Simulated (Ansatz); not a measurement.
CH$_{4}$BFS. The species carries charge 0 and has multiplicity 1. The bonds changed during the relaxation, so this is another structure than the one it started from.

Cartesian coordinates in Å:
```
B -0.7569 0.0041 -0.5960
C 0.1740 -0.6114 0.4714
F 0.8065 -1.7889 0.2727
S 1.1370 0.7958 -0.3525
H -1.5826 0.7947 -0.2528
H -0.7665 -0.5030 -1.6771
H 0.1016 -0.4027 1.5366
H 0.8869 1.7114 0.5977
```

Question: What are the harmonic wavenumbers in cm⁻¹ at PBE0-D4/def2-TZVP (Ansatz, finite differences of forces, unscaled)? (Estimate.)

Answer: Computed: 288, 341, 377, 453, 601, 738, 789, 835, 926, 1008, 1046, 1156, 1231, 1375, 2590, 2684, 2712, 3154.

Question: Is this a minimum?

Answer: Yes, all 18 modes are real.

Question: Give the ideal-gas thermochemistry at 298.15 K and 1 bar (rigid rotor, harmonic oscillator; point group C1, symmetry number 1).

Answer: Zero-point energy 133.4 kJ/mol; H(298) − E = 148.5 kJ/mol; entropy 292.8 J/(mol·K), of which translation 163.2, rotation 104.3, vibration 25.3; G(298) − E = 61.2 kJ/mol.

Question: And at 400, 500, 600, 800 and 1000 K?

Answer: 
```csv
T (K),H − E (kJ/mol),S (J/mol/K),G − E (kJ/mol)
400,157.5,318.5,30.0
500,167.8,341.6,-3.0
600,179.3,362.6,-38.2
800,205.0,399.4,-114.5
1000,233.3,430.9,-197.6
```
